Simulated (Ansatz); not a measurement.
Total energies of SiHF3 from Ansatz at PBE-D4/def2-TZVP, gas phase (1 Eh = 27.2114 eV = 2625.5 kJ/mol). The reference geometry is relaxed at PBE0-D4/def2-TZVP.

```
                 state   geometry  energy (Eh)
      charge 0 singlet  reference   -589.54041
      charge 1 doublet  reference   -589.04530
free Si atom (triplet)          –   -289.22285
 free H atom (doublet)          –     -0.49962
 free F atom (doublet)          –    -99.66912
```

Q: Work out the vertical ionisation energy to the doublet.

A: E(charge 1 doublet) − E(charge 0 singlet) = -589.04530 − (-589.54041) = 0.49511 Eh = 13.47 eV. For comparison, −ε of the highest occupied level is 9.55 eV at this level, 3.92 eV less.

Q: What is the binding energy per atom against free atoms?

A: Atoms: 1 × (-289.22285) + 1 × (-0.49962) + 3 × (-99.66912) = -588.72983 Eh. Binding: -588.72983 − (-589.54041) = 0.81058 Eh = 22.06 eV, or 4.41 eV for each of 5 atoms (no zero-point energy, no counterpoise term).
